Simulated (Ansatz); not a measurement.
Correlation energies of cyclohexanone by basis set

Z-matrix (Å, degrees):
```
C
C 1 1.510
C 1 1.529 2 111.6
H 1 1.091 2 108.6 3 -124.4
H 1 1.098 2 107.2 3 119.3
C 2 1.510 1 115.1 3 -49.5
O 2 1.206 1 122.5 3 130.3
C 3 1.521 1 111.5 2 52.3
H 3 1.093 1 109.7 2 175.3
H 3 1.096 1 109.0 2 -68.4
C 6 1.529 2 111.6 1 49.5
H 6 1.098 2 107.2 1 -69.9
H 6 1.091 2 108.6 1 173.9
H 8 1.097 3 109.4 1 64.2
H 8 1.094 3 110.1 1 -178.9
H 11 1.093 6 109.7 2 -175.3
H 11 1.096 6 109.0 2 68.4
```

Charge 0, multiplicity 1. The geometry is a stationary point of PBE0-D4/def2-TZVP. Frozen core, restricted reference, Ansatz. CBS rows extrapolate triple and quadruple zeta; past MP2 they add the triple-zeta difference.

```tsv
basis	HF (Eh)	MP2 corr.
def2-SVP	-307.67702	-1.00925
def2-TZVPP	-308.02195	-1.23553
def2-QZVPP	-308.03585	-1.31702
```

Estimate the CCSD correlation energy and the (T) correction in each basis where they were run (hartree).


```csv
basis,CCSD corr.,(T)
def2-SVP,-1.07564,-0.03553
def2-TZVPP,-1.28579,-0.05517
CBS(def2),-1.42764,as TZ
```
